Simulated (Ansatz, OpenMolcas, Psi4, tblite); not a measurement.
# How methods differ on CH4BFOSi (SMILES O=CB[SiH2]F)

The species is CH4BFOSi (9 atoms), meant as a singlet with charge 0. As SMILES, `O=CB[SiH2]F`. The shape is that of a PBE0-D4/def2-TZVP optimisation. This is one conformer, not always the lowest.

Quantity: the HOMO–LUMO gap, in eV. The values are calculated.

```json
{"level": "GFN1-xTB", "kind": "semi-empirical", "program": "tblite", "value (eV)": "3.21", "CPU time": "under 2 s"}
{"level": "HF/def2-SVP", "kind": "Hartree–Fock", "program": "Ansatz", "value (eV)": "13.78", "CPU time": "4.7 s"}
{"level": "SVWN5/def2-SVP", "kind": "LDA", "program": "OpenMolcas", "value (eV)": "3.68", "CPU time": "26 s"}
{"level": "BLYP/def2-SVP", "kind": "GGA", "program": "OpenMolcas", "value (eV)": "3.84", "CPU time": "33 s"}
{"level": "TPSS/def2-SVP", "kind": "meta-GGA", "program": "OpenMolcas", "value (eV)": "4.09", "CPU time": "42 s"}
{"level": "BHLYP/def2-SVP", "kind": "global hybrid", "program": "OpenMolcas", "value (eV)": "8.98", "CPU time": "32 s"}
{"level": "PBE0/def2-SVP", "kind": "global hybrid", "program": "Ansatz", "value (eV)": "6.34", "CPU time": "12 s"}
{"level": "CAM-B3LYP/def2-SVP (density fitting)", "kind": "range-separated hybrid", "program": "Psi4", "value (eV)": "9.03", "CPU time": "12 s"}
{"level": "B2PLYP/def2-SVP", "kind": "double hybrid", "program": "OpenMolcas", "value (eV)": "9.29", "CPU time": "26 s"}
```

The values span 3.21 to 13.78 eV. Orbital gaps aren't excitation energies, and those of double hybrids come from the SCF part alone; they tend to grow with the share of exact exchange. Times are those of the runs behind each value, whatever else they computed, on shared processors of several kinds: orders of magnitude only.
